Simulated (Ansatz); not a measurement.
# Ligand exchange: C2H5N + GeH2(CH3)(SeH) → CH3N + C2H8GeSe

Species: C2H5N (ethanimine) `[H]/N=C\C`, singlet; GeH2(CH3)(SeH), singlet; CH3N (methanimine) `C=N`, singlet; C2H8GeSe `[CH3][GeH2][Se]C`, singlet. The partners trade CH3 for H: C–CH3 and Se–H bonds give way to C–H and Se–CH3.

Shapes, held fixed at every level: PBE0-D4/def2-TZVP. Flexible molecules stand in one conformer, not always the lowest. Programs: Ansatz 0.2.0. The zero-point and thermal change to 298 K, harmonic and unscaled (PBE0-D4/def2-TZVP), is +5.2 kJ/mol.

| level | kind | ΔH(298 K) (kJ/mol) | less CCSD(T)/def2-TZVPP |
| --- | --- | --- | --- |
| HF/def2-SVP | Hartree–Fock | +50.3 | +16.4 |
| PBE-D4/def2-TZVPP | GGA | +38.3 | +4.4 |
| wB97M-V/def2-TZVPP | range-separated hybrid | +38.2 | +4.3 |
| wB97X-V/def2-TZVPP | range-separated hybrid | +38.6 | +4.7 |
| MP2/def2-TZVPP | perturbation theory | +32.1 | -1.8 |
| CCSD(T)/def2-SVP | coupled cluster or CI | +46.9 | +13.0 |
| CCSD/def2-TZVPP | coupled cluster or CI | +35.5 | +1.6 |
| CCSD(T)/def2-TZVPP | coupled cluster or CI | +33.9 | 0.0 |

The highest level, CCSD(T)/def2-TZVPP, gives ΔH(298 K) = +33.9 kJ/mol; the levels span +32.1 to +50.3. The column of differences is taken from that level and isn't an error. No measured value is set beside it here. Relativity is left out for Ge, Se. Outer-core shells of Ge, Se are correlated in most correlated rows, in sets that cover them unevenly.
